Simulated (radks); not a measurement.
Species: Ti I. Configuration: [Ar] 3d2 4s2.

Method: Dirac Kohn-Sham, LDA (Slater exchange, Perdew-Wang correlation), spin-unpolarised, spherical densities, point nucleus; open shells are shared between the two j in proportion to 2j + 1; speed of light set to 171.295 atomic units (1.25 times the physical value, a model run); computed with a radial shooting solver on a logarithmic mesh with Libxc functionals.

Energy parts (eV):
part                      energy
total                 -23132.758
kinetic                23255.513
electron-nucleus      -54994.426
Hartree                 9693.720
exchange-correlation   -1087.565

Orbitals (lengths in bohr, moments of r in powers of bohr):
orbital,occ.,eigenvalue (eV),<r^2>,small-component weight
1s1/2,2,-4843.887,0.006573,3.95e-03
2s1/2,2,-533.2131,0.1263,6.85e-04
2p1/2,2,-446.0436,0.1035,6.74e-04
2p3/2,4,-442.3778,0.1047,6.70e-04
3s1/2,2,-61.9596,1.182,1.42e-04
3p1/2,2,-39.0416,1.390,1.22e-04
3p3/2,4,-38.6181,1.404,1.21e-04
3d3/2,0.8,-4.5400,3.495,6.35e-05
3d5/2,1.2,-4.5099,3.514,6.33e-05
4s1/2,2,-4.5771,14.08,1.48e-05
4p1/2,0,-1.5531,26.69,7.96e-06
4p3/2,0,-1.5346,26.95,7.89e-06
5s1/2,0,-0.0587,295.5,1.22e-06

The highest occupied level is 3d5/2 at -4.510 eV. The density falls to 0.001 e/bohr^3 at r = 4.84 bohr.
